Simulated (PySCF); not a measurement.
## Partial charges of `FC(F)C[SiH2-]`

Compound: C2H5F2Si (charge -1).
Geometry (GFN2-xTB, Å), atoms numbered from 1 in this order:
```
atom  x, y, z in Å
F1     2.2191    0.4225   -0.4501
C2     0.8415    0.5333   -0.1638
F3     0.8150    1.4842    0.8124
C4     0.2016   -0.7411    0.2340
Si5   -1.7152   -0.6172    0.1616
H6     0.4054    0.9759   -1.0710
H7     0.5260   -1.5109   -0.4676
H8     0.5434   -1.0272    1.2297
H9    -1.9565    0.6185    0.9253
H10   -1.8714   -0.1335   -1.2330
```

Density: PBE0/pcSseg-1 (PySCF); schemes: Mulliken, IAO, Hirshfeld and ESP-fitted. One conformer (not necessarily the lowest) at the GFN2-xTB geometry, without solvent, vibrations or thermal averaging. The pcSseg-1 basis has no diffuse functions, a weakness for an anion. The HOMO energy is positive at this level (+0.49 eV), so the outermost electrons may be held by the finite basis alone.

Question: Do the Mulliken, IAO, Hirshfeld and ESP-fitted schemes agree on where the charge is highest?

Answer: All schemes agree: Mulliken C2 (+0.489); IAO C2 (+0.437); Hirshfeld C2 (+0.124); ESP-fitted C2 (+0.558).

Question: For which atoms does the sign change between the 4 schemes (beyond +0.03 e in one, beyond −0.03 e in another)?

Answer: H9 and H10. Atomic charges aren't observables, and each scheme defines them in its own way.

Question: What partial charge does each atom carry?

Answer: In e:

```json
{"atom": "F1", "environment": "fluorine of a CF2 group", "Mulliken": "-0.382", "IAO": "-0.375", "Hirshfeld": "-0.190", "ESP-fitted": "-0.391"}
{"atom": "C2", "environment": "CHF2 carbon", "Mulliken": "+0.489", "IAO": "+0.437", "Hirshfeld": "+0.124", "ESP-fitted": "+0.558"}
{"atom": "F3", "environment": "fluorine of a CF2 group", "Mulliken": "-0.327", "IAO": "-0.323", "Hirshfeld": "-0.132", "ESP-fitted": "-0.282"}
{"atom": "C4", "environment": "sp3 carbon bound to silicon", "Mulliken": "-0.512", "IAO": "-0.545", "Hirshfeld": "-0.209", "ESP-fitted": "-0.149"}
{"atom": "Si5", "environment": "silicon bonded to C and 2 H", "Mulliken": "-0.153", "IAO": "-0.241", "Hirshfeld": "-0.307", "ESP-fitted": "-1.130"}
{"atom": "H6", "environment": "methine hydrogen", "Mulliken": "+0.064", "IAO": "+0.126", "Hirshfeld": "+0.019", "ESP-fitted": "+0.001"}
{"atom": "H7", "environment": "methylene hydrogen", "Mulliken": "+0.106", "IAO": "+0.140", "Hirshfeld": "+0.020", "ESP-fitted": "+0.101"}
{"atom": "H8", "environment": "methylene hydrogen", "Mulliken": "+0.101", "IAO": "+0.133", "Hirshfeld": "+0.015", "ESP-fitted": "+0.117"}
{"atom": "H9", "environment": "Si–H hydrogen", "Mulliken": "-0.175", "IAO": "-0.169", "Hirshfeld": "-0.169", "ESP-fitted": "+0.101"}
{"atom": "H10", "environment": "Si–H hydrogen", "Mulliken": "-0.210", "IAO": "-0.184", "Hirshfeld": "-0.171", "ESP-fitted": "+0.074"}
```

Mean size of the charges over all atoms: ESP-fitted 0.291 e, IAO 0.267 e, Mulliken 0.252 e, Hirshfeld 0.136 e. Each set sums to the total charge, -1, to within 0.001 e. The IAO scheme counts the electrons in orthogonalised intrinsic atomic orbitals, a minimal basis polarised so that it spans the occupied orbitals exactly.

Question: How many electrons does the Hirshfeld scheme count on C2?

Answer: Z − q = 6 − (+0.124) = 5.876.

Question: Sum the charges by element, for elements with more than one atom.

Answer: 
```csv
element,atoms,Mulliken,IAO,Hirshfeld,ESP-fitted
F,2,-0.709,-0.699,-0.323,-0.673
C,2,-0.023,-0.108,-0.085,+0.409
H,5,-0.114,+0.047,-0.286,+0.395
```
